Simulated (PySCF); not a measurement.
Zn(NH3)4 (H₁₂N₄Zn), SMILES [NH3]->[Zn+2](<-[NH3])(<-[NH3])<-[NH3], charge +2.

Geometry: PBE-D3(BJ)/def2-SVP. The isomer is the one that the SMILES or the coordinates give; other isomers of the formula were not compared.

All values below come from IEF-PCM-ωB97X/def2-SVP (PySCF).

The values are the electrostatic part of the solvation free energy, E(continuum) − E(gas) at the gas-phase geometry, in a cavity of scaled van der Waals radii (PySCF's table); cavitation and dispersion terms are not included. A continuum can't describe solvent molecules that bind to the metal. In vacuum the orbital gap is 14.64 eV.

| solvent | ε | ΔG(elec) (kcal/mol) | gap (eV) |
|---|---|---|---|
| water | 78.36 | -201.4 | 14.32 |
| 1-octanol | 9.86 | -182.6 | 14.35 |
| benzene | 2.27 | -112.8 | 14.47 |
